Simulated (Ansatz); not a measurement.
`F[SiH]1[O][GeH2]1`. Total charge 0; spin multiplicity 1. The geometry is a stationary point of PBE0-D4/def2-TZVP.

```xyz
7

F    -0.225   -2.100   -1.068
Si   -0.642   -0.631   -0.633
O    -0.657   -0.311    0.959
Ge    0.800    0.782    0.372
H    -1.835   -0.290   -1.435
H     0.486    2.244    0.721
H     2.073    0.306    1.084
```

(1) What is the dipole moment at PBE/def2-TZVPP? (An estimate is asked.)

(2) And with r2SCAN, B3LYP, ωB97M-V? (An estimate is asked.)

(3) Give the Mulliken charges with PBE, r2SCAN, ωB97M-V in def2-TZVPP. (Estimate.)

## Answers

(1) The calculation gave: 1.83 D, with components (0.57, 1.47, -0.92) D in this frame, pointing from negative to positive charge.

(2) Ansatz gave: r2SCAN 1.89 D, B3LYP 2.09 D, ωB97M-V 2.12 D.

(3) The calculation gave: 
```csv
atom,PBE,r2SCAN,ωB97M-V
F1,-0.26,-0.30,-0.29
Si2,0.54,0.67,0.60
O3,-0.41,-0.49,-0.48
Ge4,0.18,0.19,0.14
H5,-0.06,-0.08,-0.03
H6,0.00,0.00,0.03
H7,0.01,0.00,0.04
```

B3LYP here is the variant with VWN-RPA as its local correlation; programs differ in this.
